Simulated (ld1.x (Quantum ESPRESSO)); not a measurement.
gold (Au): excitation energies, all-electron against TM

```
Element                 : gold
Generator               : ld1.x (Quantum ESPRESSO) 7.5
Type                    : norm-conserving Troullier–Martins (Kleinman–Bylander form)
Functional              : PBEsol
Relativity              : scalar-relativistic
Frozen core             : [Kr] 4d10 4f14
Valence charge          : 19
Reference configuration : 5s2 5p6 5d10 6s0 6p0 (charge +1)
Partial waves           : 5s (bound): rc 1.35 bohr; 5p (bound): rc 1.75 bohr; 5d (bound): rc 1.55 bohr
Local potential         : the d channel
Core correction         : Bessel-smoothed model core inside 1.15 bohr
```

Energies are relative to the spin-unpolarised reference configuration 5s2 5p6 5d10 6s0 6p0; without spin polarisation the order of configurations can differ from experiment.

```csv
valence configuration,charge,ΔE all-electron (eV),error AE − PS (meV)
5s2 5p6 5d10 6s1 6p0,0,-9.439,-636
5s2 5p6 5d9 6s0 6p0,+2,21.238,-2.7
5s2 5p6 5d8 6s0 6p0,+3,55.145,-10
5s2 5p6 5d7 6s0 6p0,+4,102.886,-27
5s2 5p6 5d9 6s1 6p1,0,-1.880,-853
```

**Question.** What are ΔE and the potential's error for 5s2 5p6 5d9 6s2 6p0?

**Answer.** ΔE = -7.766 eV all-electron; the error (AE − PS) is -1468 meV.

**Question.** What are ΔE and the potential's error for 5s2 5p6 5d10 6s0 6p1?

**Answer.** ΔE = -4.099 eV all-electron; the error (AE − PS) is -45 meV.

Levels in the configuration 5s2 5p6 5d9 6s1 6p1:

| level | all-electron (eV) | pseudo (eV) |
| --- | --- | --- |
| 5s | -113.485 | -113.809 |
| 5p | -64.697 | -65.030 |
| 5d | -11.003 | -11.291 |
| 6s | -8.193 | -7.564 |
| 6p | -2.081 | -2.119 |
